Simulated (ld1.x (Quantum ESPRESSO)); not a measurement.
**Ranking TM potentials for phosphorus**

All share these settings but for the change named:

```json
{
 "Element": "phosphorus",
 "Generator": "ld1.x (Quantum ESPRESSO) 7.5",
 "Type": "norm-conserving Troullier–Martins (Kleinman–Bylander form)",
 "Functional": "PBE",
 "Relativity": "scalar-relativistic",
 "Frozen core": "[Ne]",
 "Valence charge": "5",
 "Reference configuration": "3s2 3p2.5 (charge +0.5)",
 "Partial waves": "3p (bound): rc 1.65 bohr; 3s (bound): rc 1.65 bohr",
 "Local potential": "the s channel",
 "Core correction": "none"
}
```

Cutoff: the first of the cutoffs (Ry, on a coarse ladder) from which the occupation-weighted sum of valence levels, in a spherical-Bessel basis at the reference potential, stays within 10 and 1 mRy of its value at 400 Ry; the density cutoff is not measured.

The base gives 25 Ry.

Of 7 variants that were run, those that failed, showed a ghost or another fault, or gave nearly equal values are left out.

A variant can come out equal or close to the base.

Problem. Rank these variants from softest to hardest (loose cutoff).
A. local potential all-electron potential smoothed inside 1.40 bohr (lloc = -1)
B. all radii scaled by about 1.14 (s 1.88, p 1.88 bohr)
C. functional LDA (PZ)
D. wave 3s (bound): rc 1.65 bohr becomes 3s (bound): rc 2.34 bohr
E. wave 3p (bound): rc 1.65 bohr becomes 3p (bound): rc 1.12 bohr

Solution. D (12 Ry), B (18 Ry), A (21 Ry), C (25 Ry), E (100 Ry).
